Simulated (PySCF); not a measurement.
Harmonic spectrum computed at PBE0 in the def2-SVP basis family (core potentials from Rb on, PySCF, no spin–orbit coupling):

```csv
symmetry,ω (cm⁻¹),IR (km/mol)
b1,80,5.7
a1,106,0.2
b2,140,0.5
a1,376,17.3
b2,443,82.6
a1,569,37.6
```

Q: Which molecule gave it? In each, all ligands are bound to the one heavy central atom.
A. TeSCl₂ (singlet)
B. WSCl₂ (triplet)
C. OsSCl₂ (triplet)
D. TcSCl₂ (quartet)

A: D. It has C2v symmetry with Tc–Cl 2.243 Å (×2), Tc–S 2.077 Å.
